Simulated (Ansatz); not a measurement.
Two structures of SiH7O2F, closed shell, reached by relaxing down either side of one saddle point (PBE0-D4/def2-TZVP). Energies are electronic, without zero-point energy. Program: Ansatz 0.2.0. Basis: def2-TZVPP and def2-QZVPP. Cores are frozen in the correlated methods. Extrapolation: Hartree–Fock as exp(−7.88 √X), correlation as X^−2.97. First:

```tsv
atom	x (Å)	y (Å)	z (Å)
Si1	-0.7141	0.4863	-1.4556
H2	0.0428	-0.8071	-1.3037
H3	-0.6610	0.8597	-2.8865
H4	-2.1134	0.1886	-1.0473
O5	-0.0258	1.6874	-0.5982
H6	0.5719	0.0051	1.8153
F7	0.2053	0.8664	2.0235
H8	0.8790	-1.3639	0.2764
O9	1.0853	-1.3557	1.2213
H10	0.0163	1.5949	0.3661
H11	0.7134	-2.1616	1.5889
```

Second:

Si1  (-0.297, 1.122, -0.171)
H2  (0.641, -2.602, -1.926)
H3  (0.820, 0.585, -0.960)
H4  (-1.479, 0.242, -0.037)
O5  (-0.712, 2.527, -0.894)
H6  (0.924, -0.726, 1.813)
F7  (0.214, 1.436, 1.322)
H8  (0.777, -2.291, -1.260)
O9  (0.661, -1.376, 1.156)
H10  (-1.513, 2.973, -0.615)
H11  (-0.036, -1.889, 1.571)
(Å)

(1) Which bonds change from the first to the second?

(2) Give the saddle point's structure and its height above each. (Judge from chemistry; the value comes from the calculation.)

The T1 diagnostic stays at or below 0.012.

Answers

(1) SiH₄O ([OH][SiH3]) + H₂O + HF → SiH₃OF ([OH][SiH2][F]) + H₂O + H₂; bonds formed: Si1–F7, H2–H8, H6–O9; bonds broken: Si1–H2, H6–F7, H8–O9.

(2) Computed: 1.426 eV above the first and 2.340 eV above the second (CCSD(T) at an estimated basis limit (MP2 extrapolated from triple and quadruple zeta, plus CCSD(T) − MP2 in triple zeta)).
Si1  (-0.515, 0.558, -0.781)
H2  (0.526, -0.716, -0.834)
H3  (-0.564, 0.364, -2.267)
H4  (-1.829, 0.025, -0.331)
O5  (-0.169, 2.167, -0.859)
H6  (0.537, -0.593, 1.410)
F7  (0.004, 0.613, 1.006)
H8  (0.745, -1.251, 0.050)
O9  (0.943, -1.526, 1.169)
H10  (-0.011, 2.578, -0.006)
H11  (0.331, -2.219, 1.443)
(Å)

Labels in which every atom is bracketed show which atoms are joined, not bond orders.

For scale, one of the runs: CCSD(T)/def2-TZVPP, 233 basis functions, launched by `ansatz run in.yaml --threads 4 --pin off --events-out ev --progress --plain --max-ram 9574MiB`. Hardware: 4 CPU threads of an Intel Xeon 6975P-C, shared host. Wall time 30 s; peak host memory 4.7 GiB.
